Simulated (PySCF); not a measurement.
# Bonding in `C=C1C[C@@H]1n1cccc1`

Species: C8H9N.
Atom-mapped SMILES: `[CH2:1]=[C:2]1[CH2:3][C@@H:4]1[n:5]1[cH:6][cH:7][cH:8][cH:9]1` (hydrogens: H10, H11 on C1; H12, H13 on C3; H14 on C4; H15 on C6; H16 on C7; H17 on C8; H18 on C9)

Structure used (GFN2-xTB), in Å, numbered top down from 1:
```
atom  x, y, z in Å
C1    -2.622    1.132   -0.193
C2    -1.881    0.072   -0.374
C3    -1.583   -1.324   -0.049
C4    -0.706   -0.542   -1.015
N5     0.600   -0.157   -0.599
C6     1.095    1.110   -0.615
C7     2.381    1.080   -0.153
C8     2.678   -0.262    0.157
C9     1.562   -0.998   -0.129
H10   -2.412    2.065   -0.690
H11   -3.478    1.116    0.463
H12   -1.177   -1.539    0.930
H13   -2.209   -2.111   -0.444
H14   -0.774   -0.797   -2.071
H15    0.493    1.930   -0.954
H16    3.039    1.920   -0.047
H17    3.605   -0.637    0.546
H18    1.380   -2.051   -0.039
```

Bond orders from the PBE0/pcSseg-1 density (PySCF). Isolated species at its GFN2-xTB geometry (one conformer only).

Problem. How far do the computed orders between heavy atoms stray from the drawn ones?

Solution. The largest departure is 0.365, at C9–N5 (drawn aromatic, 1.135) and N5–C6 (drawn aromatic, 1.136), counting aromatic bonds as 1.5. The bonds drawn aromatic range from 1.14 to 1.51.

Problem. Give the Mayer order of every bond, beside its length.

Solution. 
```
  bond  drawn as  length (Å)  Mayer order
 C1–C2    double       1.307        2.064
 C2–C3    single       1.464        0.937
 C3–C4    single       1.521        0.969
 C4–N5    single       1.423        0.929
 N5–C6  aromatic       1.360        1.136
 C6–C7  aromatic       1.367        1.509
 C7–C8  aromatic       1.409        1.357
 C8–C9  aromatic       1.367        1.512
 C4–C2    single       1.472        0.904
 C9–N5  aromatic       1.361        1.135
C1–H10    single       1.078        0.924
C1–H11    single       1.078        0.929
C3–H12    single       1.081        0.927
C3–H13    single       1.080        0.937
C4–H14    single       1.089        0.933
C6–H15    single       1.072        0.976
C7–H16    single       1.072        0.993
C8–H17    single       1.072        0.992
C9–H18    single       1.073        0.979
```

By pair of heavy elements: C–C: lowest C4–C2 (0.904, 1.472 Å), highest C1–C2 (2.064, 1.307 Å); in 2 of the 21 pairs the longer bond (by over 0.003 Å) has the higher order (by 0.02 or more). C–N: lowest C4–N5 (0.929, 1.423 Å), highest N5–C6 and C9–N5 (1.136, 1.360 Å). Bonds named together lie within 0.004.

Problem. Sum the orders of all bonds at each heavy atom with more than one neighbour and set the sums beside the valence in the SMILES.

Solution. C1 3.917 (drawn 4), C2 3.905 (drawn 4), C3 3.770 (drawn 4), C4 3.735 (drawn 4), N5 3.200 (drawn 3), C6 3.621 (drawn 4), C7 3.859 (drawn 4), C8 3.861 (drawn 4), C9 3.626 (drawn 4). Orders between atoms that aren't bonded are not in these sums.

For a closed shell the Mayer order of atoms A and B is Σ (PS)μν (PS)νμ over the basis functions μ on A and ν on B, with P the density and S the overlap matrix.
